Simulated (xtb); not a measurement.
Sb(Br)(TeH)2 (BrH₂SbTe₂), SMILES [TeH][Sb]([Br])[TeH]. All values are semi-empirical tight-binding results from xtb (GFN2-xTB unless named), good for trends rather than for accurate numbers. Coordinates come from a GFN2-xTB optimisation. The structure was generated by enumeration; whether it is a known compound was not checked.

Optimised geometry:

```xyz
6

Sb    -0.7095    -0.2772     0.6683
Br     1.5002    -1.0632     1.7977
Te     0.0230     2.2624    -0.0244
H     -0.5277     2.7667     1.4350
Te    -0.3061    -1.2772    -1.8422
H     -1.0785    -2.6449    -1.3720
```
Charge 0, spin multiplicity 1.

For metal compounds this method's bond lengths and energies can be far off.

The point group as xtb finds it comes out as Cs and the orbital gap comes out as 3.40 eV. The zero-point energy is 8.7 kcal/mol and the G − E(el) at 298.15 K (modified RRHO) is -15.8 kcal/mol.

Task: Give the atomic charges and the Wiberg bond orders between heavy atoms. (The exact figures need the calculation; the answer reports its results.)

Result: charges (e) Sb1 0.30, Br2 -0.27, Te3 0.00, H4 -0.01, Te5 0.00, H6 -0.01. Bond orders Sb1–Br2 1.12, Sb1–Te3 1.07, Sb1–Te5 1.07.
